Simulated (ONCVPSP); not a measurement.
**Potentials for Fe (Z = 26) compared**

Generated with ld1.x 7.5 (TM, RRKJ, ultrasoft, PAW), atompaw 4.2 or ONCVPSP 4.0.1. The cutoff is in Ry: for ld1.x and atompaw files where the sum of valence levels is converged to 10 mRy in a Bessel basis, for ONCV files where the hardest occupied wave has 1 mHa per electron of residual kinetic energy. The error is the largest all-electron minus pseudo excitation energy over each file’s own four to seven test configurations (ionisations up to +4, promotions, holes and added fractions of an electron), all of which were solved. The labels leave out finer settings (local radius, basis sizes, second energies), which also bear on the numbers. Spin-polarised tests are not counted. The rows are a selection from randomly drawn settings: files with unsolved tests, undetermined cutoffs or missed reference levels are left out.

| potential | cutoff (Ry) | largest error (meV) | bound ghosts |
| --- | --- | --- | --- |
| ONCV, PBE, scalar-relativistic, rc 1.45/0.85/1.15 (spd), local smoothed, core correction yes, reference 3s2 3p6 3d6 4s1, qcut 10.4/9.6/12.6, projectors 2/2/2 | 130 | +17 | none |
| ONCV, PBEsol, scalar-relativistic, rc 1.30/1.40/1.30 (spd), local smoothed, core correction no, reference 3s2 3p6 3d6 4s1, qcut 11.6/9.5/13.5, projectors 2/2/2 | 126 | +7.2 | none |
| ONCV, PBE, scalar-relativistic, rc 1.35/0.85/1.40 (spd), local smoothed, core correction no, reference 3s2 3p6 3d6 4s1, qcut 7.4/8.5/9.3, projectors 2/2/2 | 161 | +31 | none |
| ONCV, PBE, scalar-relativistic, rc 0.80/1.30/1.20 (spd), local smoothed, core correction no, reference 3s2 3p6 3d6, qcut 10.4/12.1/14.9, projectors 2/2/2 | 157 | +8.4 | none |
| ONCV, LDA (Perdew-Zunger), scalar-relativistic, rc 0.80/1.20/1.45 (spd), local smoothed, core correction no, reference 3s2 3p6 3d5, qcut 9.2/9.2/9.6, projectors 1/2/2 | 300 | +329 | none |
| ONCV, PBE, scalar-relativistic, rc 1.60/1.30/0.95 (spd), local smoothed, core correction yes, reference 3s2 3p6 3d6 4s2, qcut 8.4/12.3/19.8, projectors 2/2/1 | 245 | -6.9 | none |

Fill in the row for Fe: ONCV, PBEsol, scalar-relativistic, rc 0.95/0.95/1.00 (spd), local smoothed, core correction no, reference 3s2 3p6 3d6, qcut 12.9/9/12.7, projectors 3/1/1.

cutoff 149 Ry, largest error -26 meV, bound ghosts: none.

Fill in the row for Fe: ONCV, LDA (Perdew-Wang 92), scalar-relativistic, rc 1.20/0.80/0.80 (spd), local d, core correction no, reference 3s2 3p6 3d6 4s1, qcut 10.8/11.3/13, projectors 2/1/0.

cutoff 270 Ry, largest error -9.0 meV, bound ghosts: none.

Fill in the row for Fe: ONCV, PBE, scalar-relativistic, rc 0.95/1.15/1.30 (spd), local smoothed, core correction yes, reference 3s2 3p6 3d6, qcut 10.6/11.7/14.7, projectors 2/1/2.

cutoff 138 Ry, largest error +18 meV, bound ghosts: none.
